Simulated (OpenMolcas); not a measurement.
# What dynamic correlation does to the levels of In II

* Program: OpenMolcas 26.06
* Basis: ANO-RCC-VTZP [7s6p4d2f1g]
* Scalar Hamiltonian: X2C, point nucleus
* Active space: 2 electrons in 4 orbitals (5s 5p)
* State averaging: 2S+1 = 3 even, 3 roots; 2S+1 = 1 even, 6 roots; 2S+1 = 3 odd, 3 roots; 2S+1 = 1 odd, 3 roots
* Spin-orbit coupling: state interaction with AMFI integrals over the reference wave functions, term energies averaged over their components

Methods on the same reference wave functions:
A. CASSCF
B. SS-CASPT2, IPEA 0.25 Eh, imaginary shift 0.1 Eh (closed shells correlated: 4d)

Energies in cm⁻¹ above 5s² ¹S₀, the measured ground level; measured values from NIST Handbook of Basic Atomic Spectroscopic Data.

| Level | A | B | Measured |
| --- | --- | --- | --- |
| 5s² ¹S₀ | 0.0 | 0.0 | 0.0 |
| 5s 5p ³P°₀ | 37125 | 41620 | 42276 |
| 5s 5p ³P°₁ | 38022 | 42510 | 43351 |
| 5s 5p ³P°₂ | 39933 | 44430 | 45830 |
| 5s 5p ¹P°₁ | 65701 | 62580 | 63038 |

Deviations, from unrounded energies. A percentage is the sum of absolute deviations over the sum of measured energies, with the sign that they share, or ± where signs differ.

```csv
Against measurement,Levels,A,B
mean absolute deviation (cm-1),4,4800,840
other configurations (%),4,±9.8,-1.7
```

B lies closest to measurement on these levels. The largest miss of B in the table is 5s 5p ³P°₂, by -1400 cm-1. The ranking rests on the paired levels alone, and a cruder setting can come out closer through cancelling errors.

The lowest spin-free term lies below A's lowest term by 0.422 hartree in B.

Without dynamic correlation excited terms often stand tens of per cent too high (terms of higher spin than the ground term too low), and those without a measured partner can miss by more than the paired ones (holds for A). Measured partners are found by configuration, term and J. A level has none where our copy of the source lacks it or the pairing is in doubt (some pairs that miss far off the trend of their configuration count as doubtful), and it then counts in no deviation. Only configurations of the active space appear. The table leaves out levels that lie high or whose names do not pair safely across all columns.

° marks odd parity.
